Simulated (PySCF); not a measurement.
# Argon: a sound run and one with changed settings

Sound run: Ar⁺ [Ne] 3s2 3p5, Ar²⁺ [Ne] 3s2 3p4. Computed with PySCF 2.14 in def2-SVP (4s3p1d, 18 functions), with no relativity, point nucleus. In the sound run the correlated levels freeze [Ne]. The sound run starts from symmetry-adapted Hartree-Fock orbitals and uses a fine grid where one is needed.

Changed run: initial guess atom, at most 50 SCF cycles.

```
species   method  sound run (hartree)  changed run (hartree)  converged
    Ar⁺      UHF           -526.08638             -526.08638        yes
    Ar⁺     MN15           -526.66208             -526.66208        yes
    Ar⁺  CCSD(T)           -526.21787             -526.21787        yes
   Ar²⁺     BP86           -525.79072             -525.79072        yes
   Ar²⁺      MP2           -525.19659             -525.19659        yes
```

Here the plain start reaches the same solutions.
